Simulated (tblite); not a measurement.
Run record: tight-binding relaxation, `C[Se]c1c([N+](C)(C)C)c1=O`.

Computed with GFN2-xTB geometry optimisation, gas phase (tblite 0.8.0). Start geometry: from a force field or distance geometry. The input is one job of a driver script: a line of settings, then coordinates in Å.

Input:
```
{"job": {"kind": "relax", "xc": "GFN2-xTB", "basis": "xTB"}, "charge": 1, "multiplicity": 1}
C      3.254300     1.458700    -0.668200
Se     2.210200     1.163700    -2.299300
C      1.217900    -0.231700    -1.432300
C      0.130700    -0.609600    -0.673800
N     -1.064300    -0.282300     0.068900
C     -1.308700    -1.308800     1.091800
C     -2.196200    -0.232900    -0.886900
C     -0.873600     1.045100     0.700400
C      1.023400    -1.565500    -1.140000
O      1.377800    -2.763400    -1.235400
H      2.563000     1.753700     0.157900
H      3.786600     0.532200    -0.388000
H      3.972300     2.277400    -0.835200
H     -0.444000    -1.367300     1.802300
H     -1.438800    -2.304900     0.636000
H     -2.224400    -1.074300     1.691600
H     -3.141200     0.026800    -0.352900
H     -2.026200     0.520900    -1.676600
H     -2.340300    -1.218700    -1.375200
H     -0.010200     1.030100     1.404300
H     -1.789800     1.340300     1.275300
H     -0.688900     1.830000    -0.066900
```

Question: Estimate the output.

Answer: 
```
step      E/eV     max force
  0    -835.92465    9.257
  1    -835.22029   21.101
  2    -836.37746    1.986
  3    -836.41289    0.924
  4    -836.42903    0.566
  5    -836.43506    0.488
  6    -836.44859    0.271
  7    -836.45325    0.332
  8    -836.46670    0.316
  9    -836.47403    0.279
... (90 lines left out)
100    -837.17916    0.025
101    -837.17931    0.027
102    -837.17948    0.032
103    -837.17968    0.030
104    -837.17988    0.027
105    -837.18004    0.021
106    -837.18012    0.017
107    -837.18017    0.012
108    -837.18020    0.010
109    -837.18022    0.009
```

«max force» is the largest atomic force in eV/Å.

Question: From which step on does the largest force stay under 0.1 eV/Å, and how much energy is left to gain from there?

Answer: From step 87 (0.082 eV/Å), 3.5 meV above the end.

Main results: energy lowered by 29.0 kcal/mol over 109 steps; largest atomic force 0.009 eV/Å at the end.

Question: Where do the atoms end?

Answer: 0.856 Å rms from the input after alignment:
```
atom  x, y, z in Å
C1     3.8479    1.2884   -1.1870
Se2    2.0677    1.8854   -0.6733
C3     1.2709    0.2610   -0.5441
C4     0.1231   -0.4299   -0.2532
N5    -1.2522   -0.2825    0.1576
C6    -1.5813   -1.3779    1.0940
C7    -2.1098   -0.3737   -1.0445
C8    -1.4312    1.0289    0.8085
C9     1.2052   -1.2246   -0.6611
O10    1.7241   -2.2526   -0.9177
H11    4.4105    1.0319   -0.2934
H12    3.7555    0.4292   -1.8445
H13    4.3324    2.1111   -1.7055
H14   -0.9543   -1.3101    1.9820
H15   -1.4011   -2.3403    0.6165
H16   -2.6270   -1.3158    1.3905
H17   -3.1582   -0.2927   -0.7613
H18   -1.8641    0.4300   -1.7373
H19   -1.9484   -1.3280   -1.5439
H20   -0.7949    1.0978    1.6900
H21   -2.4700    1.1578    1.1077
H22   -1.1553    1.8262    0.1178
```

On one thread of an Arm Neoverse V1, no GPU (shared host), this took 1.1 s wall.
Labels such as C1 count atoms from 1, the log's own numbers from 0.
